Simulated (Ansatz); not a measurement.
`N[Si@H](F)O[Si@@H](N)O` + NH₃ → `N[SiH](N)O` + `N[SiH](O)F`  (ligand exchange at the Si–O bond)

Gas-phase electronic energies from Ansatz, PBE0-D4/def2-TZVP geometries. CCSD(T)/CBS adds triple-zeta CCSD(T) − MP2 to the extrapolated MP2 energy (def2 sets, frozen cores). This one scheme is used for every species. Functionals use def2-TZVPP. One conformer a species, not always the lowest.

`N[Si@H](F)O[Si@@H](N)O`:

Z-matrix (Å, degrees):
```
Si
O 1 1.634
O 1 1.638 2 112.9
N 1 1.705 2 109.8 3 118.2
H 1 1.476 2 103.6 3 -115.5
H 2 0.959 1 116.5 3 -72.5
Si 3 1.617 1 144.0 2 116.3
H 4 1.008 1 120.1 2 -155.7
H 4 1.007 1 121.2 2 55.6
N 7 1.687 3 107.9 1 155.8
F 7 1.607 3 106.4 1 33.5
H 7 1.475 3 113.8 1 -81.3
H 10 1.005 7 122.3 3 170.0
H 10 1.006 7 121.7 3 -32.1
```

NH₃:

Cartesian coordinates in Å:
```
N -0.229 -0.049 0.157
H -0.317 -0.449 -0.769
H -0.059 0.942 0.038
H 0.605 -0.445 0.573
```

`N[SiH](N)O`:

```xyz
10

N     1.457   -0.026    0.017
Si   -0.184    0.188   -0.425
N    -1.009   -1.096    0.338
O    -0.576    1.741   -0.038
H     2.130    0.692   -0.193
H     1.871   -0.943   -0.036
H    -0.555    0.120   -1.859
H    -0.837   -1.335    1.301
H    -1.933   -1.364    0.043
H    -0.364    2.023    0.853
```

`N[SiH](O)F`:

```xyz
8

N     0.355    0.740    0.857
Si   -0.421   -0.390   -0.149
O     0.169   -0.311   -1.665
F    -0.137   -1.797    0.547
H     0.428    0.578    1.847
H     0.365    1.722    0.635
H    -1.881   -0.282   -0.315
H     1.122   -0.260   -1.758
```

```tsv
level	ΔE (kJ/mol)
ωB97X-V	67.2
HF/def2-QZVPP	75.1
SCS-MP2/def2-QZVPP	68.2
CCSD/CBS(def2)	68.8
```

Q: What does CCSD(T)/CBS give? (An estimate is asked.)

A: The calculation gave: +68.2 kJ/mol. The listed levels differ from it by -1.0, 6.9, 0.0, 0.6 kJ/mol.

Largest T1 diagnostic among the species: 0.011.

The D4 term adds +7.2 kJ/mol with B3LYP and +4.6 kJ/mol with PBE0; it sums over pairs of atoms, weighted by their polarisabilities, and B3LYP, whose exchange is more repulsive, gets the larger term. In def2-TZVPP, CCSD(T) changes the Hartree–Fock value by −5.6 kJ/mol (the triples alone add −0.6 kJ/mol) and MP2 by −7.1 kJ/mol. From PBE to PBE0 (25 % exact exchange), in def2-TZVPP and without D4, ΔE moves by +3.4 kJ/mol.

B3LYP here is the variant with VWN-RPA as its local correlation; programs differ in this.
